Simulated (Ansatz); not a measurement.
Computed with Ansatz on PBE0-D4/def2-TZVP structures; ΔE is electronic, products minus reactants. CBS: MP2 limit from def2 TZ/QZ plus the TZ coupled-cluster correction, frozen cores. def2 core potentials past Kr. For Ge, In outer-core shells are correlated without core-valence functions, which leaves a few kJ/mol of doubt a bond. Scalar relativity is left out up to krypton. Each species was taken in one conformer, which may not be the lowest.

`C[CH2][InH][O][SiH3]` + `[SH][GeH3]` → `[SiH3][S][GeH3]` + `C[CH2][InH][OH]`  (ligand exchange at the Si–O bond)

```csv
species,SCS-MP2/def2-QZVPP energy (Eh)
`C[CH2][InH][O][SiH3]`,-635.33388
`[SH][GeH3]`,-2475.99672
`[SiH3][S][GeH3]`,-2766.27842
`C[CH2][InH][OH]`,-345.03140
```

**Question.** Work out ΔE.

**Answer.** ΔE = (-2766.27842) + (-345.03140) − (-635.33388) − (-2475.99672) = 0.02078 Eh = +13.0 kcal/mol. CCSD(T)/CBS gives +11.9 kcal/mol.

Largest T1 diagnostic among the species: 0.014.

At CCSD(T), def2-SVP lies +2.1 kcal/mol from the extrapolated value and def2-TZVPP +1.0 kcal/mol. Leaving LDA and LC-ωPBE aside and taking each functional with its dispersion term where it has one, the values, not all of them listed here, spread over 6.7 kcal/mol, from revPBE-D4 to BHLYP-D4. LDA lies +1.4 kcal/mol from PBE without D4.
